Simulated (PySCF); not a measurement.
BeCl₂, triplet, geometry from GFN2-xTB of the parent state (such geometries of metal compounds can be far from the true shape) (a higher spin typed on purpose: for a closed-shell molecule this is an excited state); PBE0/STO-3G (PySCF).

Here is a job for PySCF.
```python
from pyscf import gto, scf, dft

mol = gto.Mole()
mol.atom = '''
    Be    0.00000000    0.00000000    0.00000000
    Cl    0.00000000    0.00000000    1.76296633
    Cl   -0.00000000   -0.00000000   -1.76296633
'''
mol.basis = 'sto-3g'
mol.spin = 2
mol.verbose = 3
mol.build()

mf = dft.UKS(mol)
mf.xc = 'pbe0'
mf.kernel()
```

Q: Predict the main parts of the log of this PySCF run.

A: 
```
converged SCF energy = -924.509893169937  <S^2> = 2.0019618  2S+1 = 3.0013076
```
